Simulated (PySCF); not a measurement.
# UHF on Ca+ (calcium, charge +1)

Configuration: [Ar] 4s1, 2S determinant. Calculation: PySCF 2.14, in x2c-TZVPall (6s5p3d, 36 functions); the spin-free X2C one-electron Hamiltonian (Gaussian nucleus).

- Total energy: -679.431358 hartree
- One-electron energy: -925.5258 hartree
- Hartree (Coulomb) energy: 281.4393 hartree
- Exchange energy: -35.3449 hartree
- ⟨S²⟩: 0.7502
- ⟨L²⟩: 0.000
- Sum of ⟨r⟩: 16.48 bohr
- Sum of ⟨r²⟩: 31.11 bohr²
- Langevin diamagnetic susceptibility: -24.6 ×10⁻⁶ cm³/mol
- Time after the integrals: 0.11 s of wall time on 1 thread of Neoverse-N1 (shared host)

```json
{"shell": "1s α", "electrons": "1", "mean orbital energy (hartree)": "-150.35853", "rms radius, mean of both spins (bohr)": "0.0888"}
{"shell": "1s β", "electrons": "1", "mean orbital energy (hartree)": "-150.35601", "rms radius, mean of both spins (bohr)": "0.0888"}
{"shell": "2s α", "electrons": "1", "mean orbital energy (hartree)": "-17.21023", "rms radius, mean of both spins (bohr)": "0.393"}
{"shell": "2s β", "electrons": "1", "mean orbital energy (hartree)": "-17.20578", "rms radius, mean of both spins (bohr)": "0.393"}
{"shell": "2p α", "electrons": "3", "mean orbital energy (hartree)": "-13.88299", "rms radius, mean of both spins (bohr)": "0.362"}
{"shell": "2p β", "electrons": "3", "mean orbital energy (hartree)": "-13.88162", "rms radius, mean of both spins (bohr)": "0.362"}
{"shell": "3s α", "electrons": "1", "mean orbital energy (hartree)": "-2.50872", "rms radius, mean of both spins (bohr)": "1.24"}
{"shell": "3s β", "electrons": "1", "mean orbital energy (hartree)": "-2.49713", "rms radius, mean of both spins (bohr)": "1.24"}
{"shell": "3p α", "electrons": "3", "mean orbital energy (hartree)": "-1.58368", "rms radius, mean of both spins (bohr)": "1.38"}
{"shell": "3p β", "electrons": "3", "mean orbital energy (hartree)": "-1.57915", "rms radius, mean of both spins (bohr)": "1.38"}
{"shell": "4s α", "electrons": "1", "mean orbital energy (hartree)": "-0.41821", "rms radius, mean of both spins (bohr)": "3.95"}
```

Densities and radii are taken from the X2C orbitals without a picture-change correction, which distorts them close to the nucleus.
